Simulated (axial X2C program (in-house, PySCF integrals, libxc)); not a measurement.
**SnHf along the bond: r2SCAN0, two-component**

All values were computed with an in-house all-electron X2C program for linear molecules (integrals from PySCF). Two-component (2c) means X2C with spin–orbit coupling and atomic mean-field two-electron Coulomb and Gaunt terms. Basis: Hf dyall-v2z [11s12p8d6f], Sn dyall-v2z [9s9p7d] (cores contracted in-house); Gaussian nuclei, density fitting, unrestricted open shells. Masses: Hf 179.947 u, Sn 119.902 u.

State: Ω = 1 (⟨Sz⟩ = 1.03, ⟨Lz⟩ = -0.03 at r2SCAN0). Dipoles are positive if Sn is the positive end.

```json
{"R (Å)": "2.520", "μ (D)": "-2.979", "HOMO (eV)": "-4.81", "LUMO (eV)": "-2.75"}
{"R (Å)": "2.603", "μ (D)": "-2.953", "HOMO (eV)": "-4.81", "LUMO (eV)": "-2.65"}
{"R (Å)": "2.686", "μ (D)": "-2.901", "HOMO (eV)": "-4.80", "LUMO (eV)": "-2.57"}
{"R (Å)": "2.769", "μ (D)": "-2.837", "HOMO (eV)": "-4.81", "LUMO (eV)": "-2.52"}
{"R (Å)": "2.866", "μ (D)": "-2.768", "HOMO (eV)": "-4.82", "LUMO (eV)": "-2.56"}
{"R (Å)": "2.963", "μ (D)": "-2.725", "HOMO (eV)": "-4.85", "LUMO (eV)": "-2.61"}
{"R (Å)": "3.087", "μ (D)": "-2.723", "HOMO (eV)": "-4.88", "LUMO (eV)": "-2.68"}
```

Question: The minimum lies at 2.748 Å. What is the dipole moment there, and its slope?

Answer: At r2SCAN0, 2c, with the sign and origin stated: μ = -2.85 D, dμ/dR = 0.78 D/Å.

The state is one determinant whose occupation by symmetry is held fixed; it was picked as the lowest of a PBE0 search that is not exhaustive. Density functionals use the spin component along the axis (collinear). With several unpaired electrons one determinant need not be a pure state. Open-shell Ω = 0 determinants with evenly filled partner blocks cannot be reached by this program, so the Ω shown need not be the lowest component. The determinant is spin-polarised beyond a pure state at some levels (its spin-free form has ⟨S²⟩ too high), which makes Re and μ there less reliable. The lowest spin-free determinant has another configuration (M_S = 2, Λ = 2), so the order of states is uncertain and this need not be the ground state.
